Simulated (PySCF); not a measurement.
# One molecule, several mistakes: AlBClGeH4

These are calculations, not measurements. They come from PySCF 2.14.0, an open-source quantum chemistry program, on an isolated molecule that a program drew, which may never have been made. The molecule is AlBClGeH4 (charge 0, doublet), drawn as the SMILES string `[Cl][AlH][BH][GeH2]`.

Each row is a Hartree-Fock (HF) and frozen-core CCSD(T) single point in the cc-pV(D+d)Z basis, meant for a local HF minimum. Run 1 is clean. Each other run has one planted mistake out of seven kinds, and not every kind appears here: one electron removed, one electron added, multiplicity raised by two, geometry at a saddle point, minimal basis STO-3G, one bond length entered in bohr, all coordinates scaled. The reference is restricted for singlets and unrestricted otherwise, and also for a bond in bohr. Adding or removing an electron swaps singlet and doublet. Electrons count all cores. HOMO and LUMO are orbital energies over both spins, the gradient is its largest component, and the lowest frequency (negative if imaginary) is given only where the gradient is small. Bond lengths are over the 7 bonds as drawn. T1 is the CCSD diagnostic: over 0.02 (restricted) or 0.045 (unrestricted) a single reference is doubtful. Germanium has the cc-pVDZ-PP basis, with a core potential (ECP10MDF) in place of its 10 inner electrons, and its 3s, 3p and 3d shells are frozen in CCSD(T).

Geometry of the clean run:
```xyz
8
AlBClGeH4, angstrom
Cl    1.5749   -0.4394    3.6107
Al    0.5021   -0.5282    1.7722
B     0.8237    1.0027    0.3332
Ge   -0.1857    2.7199    0.2770
H    -0.4699   -1.7589    1.6288
H     1.6472    0.8889   -0.5340
H     0.0194    3.8319   -0.7493
H    -1.2853    3.1041    1.2664
```

| run | electrons | basis functions | <S^2> | HOMO (eV) | LUMO (eV) | gradient (hartree/bohr) | lowest frequency (cm^-1) | mean bond (Å) | longest bond (Å) | T1 | HF (hartree) | CCSD(T) (hartree) | mistake |
|---|---|---|---|---|---|---|---|---|---|---|---|---|---|
| 1 | 71 | 103 | 0.760 | -8.35 | 0.00 | 1.6e-05 | 22 | 1.7257 | 2.130 | 0.0160 | -1021.83121 | -1022.25942 | no fault |
| 2 | 71 | 103 | 3.779 | -5.99 | -1.66 | 3.4e-02 | - | 1.7257 | 2.130 | 0.0191 | -1021.70807 | -1022.12436 | multiplicity raised by two |
| 3 | 71 | 103 | 1.446 | -8.53 | -0.28 | 1.6e-02 | - | 1.8784 | 2.270 | 0.0619 | -1021.71580 | -1022.14553 | one bond length entered in bohr |
| 4 | 71 | 103 | 0.758 | -8.62 | -0.03 | 6.7e-02 | - | 1.5877 | 1.960 | 0.0128 | -1021.77997 | -1022.20575 | all coordinates scaled |
| 5 | 70 | 103 | 0.000 | -15.01 | -6.89 | 4.2e-02 | - | 1.7257 | 2.130 | 0.0131 | -1021.55185 | -1021.95991 | one electron removed |
| 6 | 72 | 103 | 0.000 | -1.50 | 5.36 | 3.5e-02 | - | 1.7257 | 2.130 | 0.0182 | -1021.85668 | -1022.32755 | ? |

**Which mistake was planted in run 6, and what did it cost?**

It counts 72 electrons, one more than the clean run, at the same geometry and basis. So the mistake is: one electron added. Subtracting run 1 and multiplying by 627.51 kcal/mol a hartree, the energy moved by -16.0 kcal/mol in HF and -42.8 kcal/mol in CCSD(T).

Cautions from the logs. Run 3: T1 is over the limit, so its CCSD(T) energy is less reliable.
